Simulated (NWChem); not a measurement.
System: CH4ClFOSi; SMILES O[Si@@H](Cl)CF

Excerpt of the output:

```
             Northwest Computational Chemistry Package (NWChem) 7.3.0
             --------------------------------------------------------

                             Geometry "geometry" -> ""
                             -------------------------

 Output coordinates in angstroms (scale by  1.889725989 to convert to a.u.)

  No.       Tag          Charge          X              Y              Z
 ---- ---------------- ---------- -------------- -------------- --------------
    1 O                    8.0000    -1.84115200     0.25345300    -0.03667300
    2 Si                  14.0000    -0.29433600     0.02247100     0.48749100
    3 Cl                  17.0000     0.48104500    -1.77393900    -0.20552800
    4 C                    6.0000     0.91440700     1.32301100    -0.15906700
    5 F                    9.0000     0.51791500     2.58152700     0.24082700
    6 H                    1.0000    -2.00292000     0.33199800    -0.98152100
    7 H                    1.0000    -0.36892700    -0.00396900     1.96458700
    8 H                    1.0000     1.93161900     1.11763600     0.22159600
    9 H                    1.0000     0.97564500     1.28762400    -1.26269600

 Effective nuclear repulsion energy (a.u.)     295.0475890554

                                 NWChem DFT Module
                                 -----------------

 Summary of "ao basis" -> "ao basis" (spherical)
 ------------------------------------------------------------------------------
       Tag                 Description            Shells   Functions and Types
 ---------------- ------------------------------  ------  ---------------------
 O                          def2-svp                 6       14   3s2p1d
 Si                         def2-svp                 8       18   4s3p1d
 Cl                         def2-svp                 8       18   4s3p1d
 C                          def2-svp                 6       14   3s2p1d
 F                          def2-svp                 6       14   3s2p1d
 H                          def2-svp                 3        5   2s1p

 in cosmo_initialize ...
 calling solv_data for solv:h2o

 solvent parameters
 solvname_short: h2o
 solvname_long:  water
 dielec:       78.4000
 dielecinf:     1.7769
 aqueous SMD model solvent descriptors
 dielec:       78.4000
 sola:          0.8200

[...]

                                COSMO-SMD solvation results
                                ---------------------------

             internal energy in gas <Psi(g)|H|Psi(g)> =      -964.458223128194
         internal energy in solvent <Psi(s)|H|Psi(s)> =      -964.456412464969
                               delta internal energy  =         0.001810663226 (    1.14 kcal/mol)
   total free energy in solvent <Psi(s)|H+V/2|Psi(s)> =      -964.471222455439
 polarization energy contribution <Psi(s)|V/2|Psi(s)> =        -0.014809990470 (   -9.29 kcal/mol)
    total free energy in solvent including G(SMD-CDS) =      -964.465928266630
                       G(SMD-CDS) energy contribution =         0.005294188809 (    3.32 kcal/mol)
     1 M fixed-concentration free energy of solvation =        -0.007705138436 (   -4.84 kcal/mol)

                       DFT Final Molecular Orbital Analysis
                       ------------------------------------

 Vector   27  Occ=2.000000D+00  E=-3.426083D-01
              MO Center=  5.7D-02, -9.9D-01, -1.8D-02, r^2= 3.3D+00
   Bfn.  Coefficient  Atom+Function         Bfn.  Coefficient  Atom+Function
  ----- ------------  ---------------      ----- ------------  ---------------
    45      0.519906  3 Cl pz                42      0.379059  3 Cl pz
     5      0.224228  1 O  py                39      0.221383  3 Cl pz
     8      0.175320  1 O  py                84     -0.132479  7 H  s
     4      0.131577  1 O  px                43     -0.122106  3 Cl px
    85     -0.121423  7 H  s                 68      0.107953  5 F  px

 Vector   28  Occ=2.000000D+00  E=-3.359190D-01
              MO Center= -4.6D-02, -1.1D+00, -1.4D-01, r^2= 3.2D+00
   Bfn.  Coefficient  Atom+Function         Bfn.  Coefficient  Atom+Function
  ----- ------------  ---------------      ----- ------------  ---------------
    43      0.508697  3 Cl px                40      0.370748  3 Cl px
     5     -0.299319  1 O  py                 8     -0.227820  1 O  py
    45      0.225243  3 Cl pz                37      0.216181  3 Cl px
    42      0.165807  3 Cl pz                39      0.096617  3 Cl pz
     4      0.085093  1 O  px                70     -0.075658  5 F  pz

 Vector   29  Occ=2.000000D+00  E=-3.035197D-01
              MO Center=  3.0D-01,  6.1D-01,  1.5D-01, r^2= 3.8D+00
   Bfn.  Coefficient  Atom+Function         Bfn.  Coefficient  Atom+Function
  ----- ------------  ---------------      ----- ------------  ---------------
    54      0.261250  4 C  px                44      0.233170  3 Cl py
    68      0.231313  5 F  px                53     -0.217308  4 C  s
    55      0.188424  4 C  py                71     -0.175566  5 F  px
    84      0.165316  7 H  s                 69      0.163793  5 F  py
    41      0.160010  3 Cl py                45     -0.160273  3 Cl pz

 Vector   30  Occ=0.000000D+00  E= 3.858889D-02
              MO Center= -3.5D-02,  4.7D-01,  3.7D-01, r^2= 3.8D+00
   Bfn.  Coefficient  Atom+Function         Bfn.  Coefficient  Atom+Function
  ----- ------------  ---------------      ----- ------------  ---------------
    26      0.722628  2 Si py                25     -0.525846  2 Si px
     3     -0.402320  1 O  s                 36      0.402783  3 Cl s
    44      0.379856  3 Cl py                58      0.315645  4 C  py
    67     -0.283378  5 F  s                 23      0.266186  2 Si py
    45      0.207003  3 Cl pz                80      0.191289  6 H  s

[...]
```

Level: PBE0/def2-SVP, SMD on the gas-phase geometry. Coordinates come from a PBE0/def2-SVP optimisation. Solvent: water.

### Question
Reconstruct the input file.

### Answer
Several could match; the one computed here: the input that was run:
```
start job
memory heap 200 mb stack 900 mb global 1100 mb
geometry units angstroms noautosym nocenter noautoz
  O     -1.841152     0.253453    -0.036673
  Si    -0.294336     0.022471     0.487491
  Cl     0.481045    -1.773939    -0.205528
  C      0.914407     1.323011    -0.159067
  F      0.517915     2.581527     0.240827
  H     -2.002920     0.331998    -0.981521
  H     -0.368927    -0.003969     1.964587
  H      1.931619     1.117636     0.221596
  H      0.975645     1.287624    -1.262696
end
basis spherical
  * library def2-svp
end
dft
  xc pbe0
  iterations 150
end
cosmo
  do_cosmo_smd true
  solvent water
end
task dft energy
```
